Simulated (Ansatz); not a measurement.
A search over several starts for the lowest SCF solution of Re₄ at the given spin, in a small basis.

```yaml
crystal:
  periodic: [false, false, false]
  atoms:
    - {symbol: Re, position_ang: [1.465660, -0.177541, -0.037158]}
    - {symbol: Re, position_ang: [-0.201424, -1.705059, 0.201931]}
    - {symbol: Re, position_ang: [0.201424, 1.705065, -0.201929]}
    - {symbol: Re, position_ang: [-1.465660, 0.177546, 0.037155]}
basis:
  gaussian: {orbitals: def2-SVP, initial_orbitals: start.molden}
magnetization: {spin_polarized: true, initial_magnetization: 2}
hamiltonian: {xc: pbe0, dispersion: d4}
output: {orbitals: {seedname: orbitals}}
```

The file start.molden holds the orbitals of an earlier run on this structure, at another level or in another basis.

```sh
$ ansatz run in.yaml --threads 2 --pin off --events-out ev --progress --plain --max-ram 4352MiB
```

It prints (some lines left out):

```
Functional definition: PBE0
1268 factors; integrals over basis functions are off by at most 6.0e-4 eV
mean field evaluation 1: about -8514.2772 eV, gradient 4.5e0 eV
mean field evaluation 2: about -8514.5065 eV, gradient 6.4e-1 eV
mean field evaluation 4: about -8514.8455 eV, gradient 2.9e-1 eV
mean field evaluation 8: about -8514.9038 eV, gradient 2.0e0 eV
mean field evaluation 16: about -8514.9445 eV, gradient 2.0e-5 eV
mean field evaluation 32: about -8514.4606 eV, gradient 5.9e-1 eV
mean field evaluation 64: about -8410.4256 eV, gradient 7.3e2 eV
mean field evaluation 96: about -8406.1446 eV, gradient 5.6e2 eV
mean field evaluation 128: about -8417.9771 eV, gradient 7.0e2 eV
mean field evaluation 160: about -8374.1994 eV, gradient 9.1e2 eV
mean field evaluation 192: about -8411.0404 eV, gradient 6.5e2 eV
mean field evaluation 224: about -8424.2928 eV, gradient 9.1e2 eV
mean field evaluation 256: about -8345.4172 eV, gradient 1.9e2 eV
mean field evaluation 288: about -8473.1452 eV, gradient 1.0e2 eV
mean field evaluation 320: about -8514.2657 eV, gradient 3.1e0 eV
mean field evaluation 352: about -8514.2409 eV, gradient 6.8e-1 eV
mean field evaluation 384: about -8514.4441 eV, gradient 2.2e-1 eV
mean field evaluation 416: about -8514.8469 eV, gradient 1.4e-3 eV
mean field evaluation 448: about -8514.7355 eV, gradient 1.0e-4 eV
mean field evaluation 480: about -8514.7363 eV, gradient 2.3e-1 eV
mean field evaluation 512: about -8514.9216 eV, gradient 4.1e-1 eV
mean field evaluation 544: about -8514.9282 eV, gradient 4.0e-1 eV
mean field evaluation 576: about -8514.4453 eV, gradient 6.3e-1 eV
mean field -8514.94454779 eV, -312.9184404947 hartree, gradient 4.9e-6 eV, S^2 3.288205; 21 other end points of the search recorded, 0 dependent functions left out
reference -8514.94457396 eV, -312.9184414564 hartree; 31, 29 occupied and 97, 99 virtual orbitals, 1268 factors
Total energy: -8515.21411417 eV, -312.9283468762 hartree
```

Run time 3.9 min (2 threads of Intel Xeon Platinum 8375C on a shared host), peak host memory 0.67 GiB.

Other converged states that the search met: 0.21 eV higher (⟨S²⟩ = 3.35).

In the def2 sets Re takes a core potential; there is no spin–orbit coupling. The charge 0 triplet is spin-contaminated (final ⟨S²⟩ up to 3.29, 2.00 for a pure state). The structure comes from a short search, and lower isomers may exist.
